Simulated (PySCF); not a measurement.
Compound: 5-bromovaleronitrile, C5H8BrN.
Geometry (PBE0-D3(BJ)/def2-SVP, Å), atoms numbered from 1 in this order:
```
atom  x, y, z in Å
N1     2.7895    1.7672    1.5335
C2     2.3879    0.7985    1.0436
C3     1.8442   -0.3988    0.4106
C4     0.5749   -0.1224   -0.3975
C5    -0.5732    0.4014    0.4511
C6    -1.8323    0.7082   -0.3276
Br7   -2.6226   -0.8803   -1.1396
H8     2.6259   -0.8299   -0.2346
H9     1.6445   -1.1419    1.2008
H10    0.2715   -1.0582   -0.8921
H11    0.8042    0.5977   -1.2006
H12   -0.8061   -0.3167    1.2555
H13   -0.2663    1.3383    0.9504
H14   -1.6454    1.4043   -1.1566
H15   -2.6144    1.1280    0.3168
```

Level of theory: PySCF, PBE0-D3(BJ)/def2-SVP geometry optimisation, gas phase.

Take the most abundant isotopes and a rigid rotor. The values belong to one conformer with, in the numbering `[N:1]#[C:2][CH2:3][CH2:4][CH2:5][CH2:6][Br:7]`, C2–C3–C4–C5 -62°, C3–C4–C5–C6 179°, C4–C5–C6–Br7 64°.

(1) What are A, B and C (MHz)?

(2) Classify the top.

(3) Is it planar, by Δ = Ic − Ia − Ib?

(4) Give the other two planar moments, Paa and Pbb, and the rms extents of the mass along the axes.

(5) Which types of transition are allowed, and where do some lines up to J = 3 fall?

(6) Estimate the classical rotational partition function at 25 K, 100 K and 200 K.

## Answers

(1) Ia = 75.66, Ib = 918.45, Ic = 970.36 u·Å²; 505379 MHz·u·Å²/I gives A = 6680, B = 550.3, C = 520.8 MHz.

(2) A near-prolate asymmetric top. Ray's parameter κ = (2B − A − C)/(A − C) = -0.990; −1 is the prolate and +1 the oblate limit.

(3) Not planar: Δ = Ic − Ia − Ib = -23.74 u·Å². For a rigid frame Δ = −2 Σ m c², so Σ m c² = 11.87 u·Å² lies off the ab plane: 7.75 from hydrogen and 4.12 from heavier atoms. The atom farthest from that plane is 1.46 Å away.

(4) Paa = Σ m a² = (Ib + Ic − Ia)/2 = 906.57 and Pbb = Σ m b² = (Ia + Ic − Ib)/2 = 63.79 u·Å². With the mass M = 160.98 u, the rms extents √(P/M) along a, b and c are 2.37, 0.63, 0.27 Å.

(5) The dipole components are |μa| = 1.47 D, |μb| = 1.25 D, |μc| = 0.13 D. Intensities carry the squares of the components, which stand as 1.00 : 0.72 : 0.01 (a : b : c). Some lines, for components of 0.1 D or more:

```
type  branch         J(Ka,Kc)    MHz  lower level (cm⁻¹)
   a       R  3(2,1) ← 2(2,0)   3214               0.927
   c       Q  3(1,3) ← 3(0,3)   6056               0.214
   c       Q  1(1,1) ← 1(0,1)   6129               0.036
   b       R  1(1,1) ← 0(0,0)   7200               0.000
   c       R  2(1,1) ← 1(0,1)   8330               0.036
   b       R  3(1,3) ← 2(0,2)   9269               0.107
   b       Q  2(2,1) ← 2(1,2)  18476               0.311
   b       R  2(2,1) ← 1(1,0)  20559               0.241
   c       R  2(2,0) ← 1(1,0)  20560               0.241
   b       R  2(2,0) ← 1(1,1)  20589               0.240
   b       R  3(2,2) ← 2(1,1)  21601               0.314
   c       R  3(3,0) ← 2(2,0)  33933               0.927
```

(6) Point group C1, symmetry number σ = 1; q = (√π/σ)·√((kT/h)³/(ABC)), k/h = 20836.6 MHz/K: 15200 at 25 K, 122000 at 100 K, 345000 at 200 K.

Not checked by PBE0-D3(BJ)/def2-SVP frequencies. These are rigid-rotor constants of the computed structure; measured ground-state constants (B0) also hold zero-point vibration. Quadrupole hyperfine structure (14N, 79Br) is left out.
